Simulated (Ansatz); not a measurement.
Geometry optimisation, UHF/def2-SVP in Ansatz.

input.yaml

```yaml
crystal:
  periodic: [false, false, false]
  atoms:
    - { symbol: Cl, position_ang: [-1.51594, -1.45584, 1.50512] }
    - { symbol: Ga, position_ang: [-0.44954, -0.41747, 0.05465] }
    - { symbol: Se, position_ang: [1.22295, 1.09945, 0.63541] }
    - { symbol: H, position_ang: [-0.78275, -0.66791, -1.4582] }
    - { symbol: H, position_ang: [1.52528, 1.44178, -0.73698] }
magnetization:
  spin_polarized: true
basis:
  gaussian: { orbitals: def2-SVP }
hamiltonian:
  xc: hf
relax:
  f_tol: 0.02
  max_steps: 40
```

Launched with:

```bash
$ ansatz run input.yaml --threads 4 --pin off --max-ram 5120MiB --backend cpu --events-out ev --progress --plain --runs-dir out
```

Q: Where does it end, and by what steps?

A: The forces met the threshold. After 5 steps the energy has fallen by 0.078 eV; Ga2 moved furthest, 0.08 Å.

| step | energy less start (eV) | largest force component (eV/Å) | accepted |
| --- | --- | --- | --- |
| 0 | 0.0000 | 1.470 | yes |
| 1 | -0.0658 | 0.166 | yes |
| 2 | -0.0749 | 0.082 | yes |
| 3 | -0.0774 | 0.032 | yes |
| 4 | -0.0776 | 0.062 | yes |
| 5 | -0.0779 | 0.012 | yes |

```xyz
5
Properties=species:S:1:pos:R:3
Cl -1.484 -1.432 1.567
Ga -0.448 -0.411 -0.030
Se 1.198 1.083 0.661
H -0.835 -0.711 -1.504
H 1.568 1.472 -0.693
```

Whether the end is a true minimum wasn't checked by a vibrational analysis.

Run time: 13 s on 4 threads of Arm Neoverse N1, on a shared host, peak memory 0.28 GiB.
